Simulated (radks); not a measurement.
The numbers below are computed, except where a source is named.
Te VIII, configuration [Kr] 4d9.

Level of theory: Dirac Kohn-Sham, exchange-only PBE, spin-unpolarised, spherical densities, finite nucleus; open shells fill j = l - 1/2 first; Fermi nuclear charge, rms radius 4.7423 fm (a radial shooting solver on a logarithmic mesh with Libxc functionals).

Energy parts (hartree):
| part | energy |
|---|---|
| total | -6781.37946 |
| kinetic | 7174.34973 |
| electron-nucleus | -16314.45409 |
| Hartree | 2529.15160 |
| exchange | -170.42670 |

Orbitals (lengths in bohr, moments of r in powers of bohr; r(max) is where P^2 peaks):
| orbital | occ. | eigenvalue (hartree) | <r^2> | <1/r> | r(max) | <r^4> |
|---|---|---|---|---|---|---|
| 1s1/2 | 2 | -1165.164 | 0.001048 | 55.57 | 0.01793 | 2.872e-06 |
| 2s1/2 | 2 | -181.7013 | 0.01688 | 12.94 | 0.1015 | 0.0004915 |
| 2p1/2 | 2 | -170.4839 | 0.01250 | 12.93 | 0.07794 | 0.0003147 |
| 2p3/2 | 4 | -160.3939 | 0.01379 | 11.96 | 0.08264 | 0.0003750 |
| 3s1/2 | 2 | -39.02729 | 0.1185 | 4.604 | 0.2928 | 0.02139 |
| 3p1/2 | 2 | -34.41462 | 0.1132 | 4.514 | 0.2791 | 0.02050 |
| 3p3/2 | 4 | -32.53232 | 0.1214 | 4.277 | 0.2897 | 0.02348 |
| 3d3/2 | 4 | -24.39560 | 0.1028 | 4.129 | 0.2359 | 0.01938 |
| 3d5/2 | 6 | -24.00167 | 0.1052 | 4.068 | 0.2390 | 0.02022 |
| 4s1/2 | 2 | -9.51694 | 0.6484 | 1.853 | 0.6990 | 0.6154 |
| 4p1/2 | 2 | -7.91658 | 0.7114 | 1.746 | 0.7181 | 0.7624 |
| 4p3/2 | 4 | -7.54827 | 0.7597 | 1.671 | 0.7418 | 0.8686 |
| 4d3/2 | 4 | -4.96220 | 0.9779 | 1.440 | 0.7935 | 1.559 |
| 4d5/2 | 5 | -4.90307 | 0.9980 | 1.422 | 0.8016 | 1.623 |

The highest occupied level is 4d5/2 at -133.42 eV. The density falls to 0.001 e/bohr^3 at r = 2.37 bohr.
